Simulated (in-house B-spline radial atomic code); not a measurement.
Ionising the iodine ion I⁶⁺ with different functionals

Computed with an all-electron radial atomic-structure program (B-spline basis): non-relativistic Hamiltonian, point nucleus, spin-polarised at highest spin, spherical fractional occupations for the functionals, and exact exchange of hybrids averaged over the configuration. The ionisation energy is the difference of two self-consistent energies, [Kr] 4d10 5s1 → [Kr] 4d10, without Breit or QED terms; ε is the level of the shell that loses the electron (its least bound occupied spin orbital). There is no spin-orbit coupling in this Hamiltonian.

```
   method                    rung  ΔSCF (eV)  -ε(5s) (eV)
     PBE0           global hybrid      85.06        80.63
    B3LYP           global hybrid      85.62        80.76
    TPSSh           global hybrid      84.78        79.64
   M06-2X           global hybrid          ?            ?
BHandHLYP           global hybrid      85.00        81.90
  r2SCAN0           global hybrid      84.55        80.74
    B97-1           global hybrid          ?            ?
    HSE06  range-separated hybrid      85.11        80.33
    wB97X  range-separated hybrid      84.09        82.89
CAM-B3LYP  range-separated hybrid      85.59        82.49
  LC-wPBE  range-separated hybrid      85.09        83.72
```

(1) What does B97-1 give?

(2) What does M06-2X give?

(3) Among the functionals, which spreads more, the ΔSCF values or the orbital energies?

(4) How do they compare with the NIST value?

Answers

(1) ΔSCF 84.77 eV, and -ε(5s) = 80.07 eV.

(2) ΔSCF 84.74 eV, and -ε(5s) = 81.63 eV.

(3) The orbital energies: ΔSCF values span about 1.53 eV and the orbital energies 4.08 eV.

(4) NIST lists 87.61 eV ± 0.06 (semi-empirical, ground level to ground level). Errors run from -3.52 to -1.99 eV. The correlated functionals all miss on the same side by more than they spread, so the cause is common to them (relativity, Breit-QED terms, or a listed next ion that isn't the cheapest removal here) and closeness doesn't rank the functionals.
